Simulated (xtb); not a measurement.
GeH2FCl, SMILES [GeH2]([F])[Cl]. All values are semi-empirical tight-binding results from xtb (GFN2-xTB unless named), good for trends rather than for accurate numbers. Geometry optimised at GFN2-xTB.

Optimised geometry:

Bonded distances (Å): Ge1–F2 1.748, Ge1–Cl3 2.075, Ge1–H4 1.503, Ge1–H5 1.503. Bond angles (°): F2–Ge1–Cl3 105.7, F2–Ge1–H4 102.4, F2–Ge1–H5 102.4, Cl3–Ge1–H4 113.9, Cl3–Ge1–H5 113.9, H4–Ge1–H5 116.5.
Charge 0, spin multiplicity 1.

For metal compounds this method's bond lengths and energies can be far off.

```json
{
 "point_group_as_xtb_finds_it": "Cs",
 "orbital_gap": "7.36 eV",
 "zero_point_energy": "10.5 kcal/mol",
 "G − E(el) at 298.15 K (modified RRHO)": "-7.4 kcal/mol"
}
```

Computed atomic charges and the Wiberg bond orders between heavy atoms:
charges (e) Ge1 0.28, F2 -0.27, Cl3 -0.09, H4 0.04, H5 0.04. Bond orders Ge1–F2 1.10, Ge1–Cl3 1.26.
